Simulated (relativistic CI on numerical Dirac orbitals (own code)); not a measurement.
# Ligand-field terms of d2

Computed with a parametric ligand-field model of a d^n configuration (Racah B and C, spin-orbit zeta, crystal field), exact diagonalisation.

Field parameters in Wybourne normalisation: Oh B⁴₀ = 21Dq, B⁴₄ = √(5/14) B⁴₀. The field is a parameter set, without covalency.

Ground term and bands for B = 410, C = 1700, ζ = 0 cm⁻¹, Oh, 10Dq = 21200 cm⁻¹?

Ground term 3T1 with 0.01 electrons in the two orbitals of the cubic e set. Spin-allowed: 3T2 20211 cm⁻¹ (495 nm), 3T1 25372 cm⁻¹ (394 nm), 3A2 41411 cm⁻¹ (241 nm). Lowest spin-forbidden: 1T2 6004 cm⁻¹ (1665 nm), 1E 6053 cm⁻¹ (1652 nm), 1A1 13957 cm⁻¹ (716 nm).

A d2 ion in Oh symmetry has the ground term 3T1 and bands at 1T2 8185 cm⁻¹ (1222 nm), 1E 8299 cm⁻¹ (1205 nm), 3T2 18161 cm⁻¹ (551 nm), 1A1 18458 cm⁻¹ (542 nm), 3T1 25872 cm⁻¹ (387 nm), 3A2 37611 cm⁻¹ (266 nm). Which parameters reproduce them?

B = 600, C = 2150, ζ = 0 cm⁻¹, Oh, 10Dq = 19450 cm⁻¹.

Ground term and bands for B = 870, C = 3660, ζ = 0 cm⁻¹, Oh, 10Dq = 15050 cm⁻¹?

Ground term 3T1 with 0.05 electrons in the two orbitals of the cubic e set. Spin-allowed: 3T2 13575 cm⁻¹ (737 nm), 3T1 25149 cm⁻¹ (398 nm), 3A2 28625 cm⁻¹ (349 nm). Lowest spin-forbidden: 1T2 13061 cm⁻¹ (766 nm), 1E 13367 cm⁻¹ (748 nm), 1A1 26738 cm⁻¹ (374 nm).

Ground term and bands for B = 420, C = 1910, ζ = 0 cm⁻¹, Oh, 10Dq = 8150 cm⁻¹?

Ground term 3T1 with 0.04 electrons in the two orbitals of the cubic e set. Spin-allowed: 3T2 7400 cm⁻¹ (1351 nm), 3T1 12951 cm⁻¹ (772 nm), 3A2 15550 cm⁻¹ (643 nm). Lowest spin-forbidden: 1T2 6586 cm⁻¹ (1518 nm), 1E 6718 cm⁻¹ (1488 nm), 1A1 13582 cm⁻¹ (736 nm).

Ground term and bands for B = 480, C = 1840, ζ = 0 cm⁻¹, Oh, 10Dq = 4750 cm⁻¹?

Ground term 3T1 with 0.08 electrons in the two orbitals of the cubic e set. Spin-allowed: 3T2 4147 cm⁻¹ (2411 nm), 3A2 8897 cm⁻¹ (1124 nm), 3T1 10744 cm⁻¹ (931 nm). Lowest spin-forbidden: 1T2 6826 cm⁻¹ (1465 nm), 1E 7100 cm⁻¹ (1408 nm), 1T2 12238 cm⁻¹ (817 nm).
